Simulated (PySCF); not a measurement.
Vertical excitations of a molecule C6H6O from TDA-CAM-B3LYP/def2-SVPD (PySCF), as energy in eV (oscillator strength): 6.16 (0.029), 6.38 (0.001), 6.50 (0.117), 6.59 (0.002), 6.73 (0.089), 6.90 (0.004), 7.01 (0.035), 7.27 (0.008), 7.36 (0.008), 7.58 (0.011). Lowest triplet (TDA): 3.90 eV. Geometry optimised at PBE-D3(BJ)/def2-SVP. One conformer was computed; it need not be the lowest.

Identify the compound among the candidates.
(A) C=C1C=COC=C1
(B) C#C[C@H]1C=COC1
(C) C#C/C=C\OC=C
(D) C1=CC=COC=C1

B, C#C[C@H]1C=COC1
